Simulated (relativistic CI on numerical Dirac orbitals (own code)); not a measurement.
Radial Dirac CI calculation of Dy3+.

Command:

```sh
python run_levels.py task.json out
```

Input:

```
atom Dy  Z=66  charge=3  electrons=63
nucleus A=164  rms_radius_fm=5.2218
hamiltonian dirac-coulomb  breit=on  qed=on  c_scale=1
orbitals kli  potential=per-configuration
slater_scale 1
correlation none
mixing on
grid step=0.0125 r_max=50.3
scf mixing=0.4 start=green max_iterations=150 tolerance=2e-08 node_fill=0.05
configurations
  [Xe] 4f9
end
```

Output:

```
SCF 1: [Xe] 4f9
 iter      energy (Ha)   residual   last orbital (Ha)
    1    -12124.775734   3.00e+00     -3.97759
    2    -12157.892109   7.80e-01     -2.62167
    3    -12159.749525   2.43e-01     -2.31929
    4    -12160.043493   1.71e-01     -2.32197
    5    -12160.119447   2.49e-02     -2.26986
    6    -12160.128227   1.36e-02     -2.28187
    7    -12160.126261   3.60e-03     -2.28593
    8    -12160.125137   9.48e-04     -2.28648
    9    -12160.125387   1.35e-04     -2.28655
   10    -12160.125358   7.97e-06     -2.28655
   11    -12160.125360   8.41e-07     -2.28655
   12    -12160.125360   1.23e-07     -2.28655
   13    -12160.125360   3.89e-08     -2.28655
   14    -12160.125360   2.58e-09     -2.28655
orbital energies (Ha): 4p3/2 -11.9238  4d3/2 -7.3672  4d5/2 -7.1214  5s -3.2446  5p1/2 -2.4747  5p3/2 -2.2865  4f5/2 -1.6895  4f7/2 -1.6548
configuration averages (Ha): Dirac-Coulomb, Breit, QED
  4f9                         -12160.125360   11.531968    7.748641
levels: no., configuration, term, J, E (cm-1), weight
   1 4f9                    6H*  15/2             0.0  0.95
   2 4f9                    6H*  13/2          3418.1  0.97
   3 4f9                    6H*  11/2          5843.1  0.96
   4 4f9                    6H*  9/2           7718.3  0.95
   5 4f9                    6H*  7/2           9168.7  0.94
   6 4f9                    6F*  11/2          9667.4  0.96
   7 4f9                    6H*  5/2          10249.3  0.94
   8 4f9                    6F*  9/2          11008.9  0.89
   9 4f9                    6F*  7/2          12890.3  0.93
  10 4f9                    6F*  5/2          14310.2  0.94
  11 4f9                    6F*  3/2          15164.1  0.93
  12 4f9                    6F*  1/2          15710.4  0.93
  13 4f9                    4F*  9/2          23597.8  0.67
  14 4f9                    4I*  15/2         24050.7  0.57
lowest total energy -12141.143451 Ha
end: converged
```

With so few configurations and no correlation, terms lie too far apart (by 10 to 50 % or more near neutrality), their order can be wrong, and levels of other configurations are missing.

Run time about 0.17 s of CPU on one thread of Neoverse-V1 (shared host).
